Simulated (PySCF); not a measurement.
Ground-state electric properties of a mixed set of molecules.

All values: CAM-B3LYP/def2-SVPD (PySCF) at GFN2-xTB geometries, gas phase, one conformer each. Core orbitals are frozen in the response; Δα² is half the sum of the squared differences of the principal polarisabilities.

Task: Rank by mean static polarisability, lowest first.
A. `C=C=C=CC(N)=O`
B. `[O-][N+]1=CC=CC=C1`
C. `C1CCPCC1`
D. `Oc1ccncc1`
E. `C=CP(C)CC`

Result: D (9.80 Å³), B (10.53 Å³), C (12.05 Å³), A (12.42 Å³), E (13.12 Å³).

Task: Rank by HOMO–LUMO gap, lowest first.
A. `Oc1ccncc1`
B. `C=CP(C)CC`
C. `[O-][N+]1=CC=CC=C1`

Result: C (7.37 eV), B (8.86 eV), A (9.28 eV).

Task: Rank by HOMO energy, lowest first.
A. `C(=C)=C=CC(N)=O`
B. `C=CP(C)CC`
C. `[O-][n+]1ccccc1`

Result: A (-8.77 eV), B (-7.94 eV), C (-7.67 eV).

All values together:

| SMILES | formula | μ (D) | HOMO (eV) | LUMO (eV) | α (Å³) | Δα (Å³) | electrons | α per electron (Å³) |
| --- | --- | --- | --- | --- | --- | --- | --- | --- |
| C=C=C=CC(N)=O | C5H5NO | 4.78 | -8.77 | -1.47 | 12.42 | 14.44 | 50 | 0.248 |
| C=CP(C)CC | C5H11P | 1.17 | -7.94 | 0.92 | 13.12 | 3.46 | 56 | 0.234 |
| C1CCPCC1 | C5H11P | 1.50 | -7.90 | 1.41 | 12.05 | 2.13 | 56 | 0.215 |
| Oc1ccncc1 | C5H5NO | 2.64 | -8.76 | 0.53 | 9.80 | 5.73 | 50 | 0.196 |
| [O-][n+]1ccccc1 | C5H5NO | 4.43 | -7.67 | -0.30 | 10.53 | 7.40 | 50 | 0.211 |

Conformers: `[CH2:1]=[C:2]=[C:3]=[CH:4][C:5]([NH2:6])=[O:7]` with C3–C4–C5–N6 0°; `[CH2:1]=[CH:2][P:3]([CH3:4])[CH2:5][CH3:6]` with C1–C2–P3–C4 -135°, C2–P3–C5–C6 -74°; `[CH2:1]1[CH2:2][CH2:3][PH:4][CH2:5][CH2:6]1` with C6–C1–C2–C3 64°, C1–C2–C3–P4 -61°, C2–C3–P4–C5 50°, C3–P4–C5–C6 -50°; `[OH:1][c:2]1[cH:3][cH:4][n:5][cH:6][cH:7]1` with H–O1–C2–C3 180°.
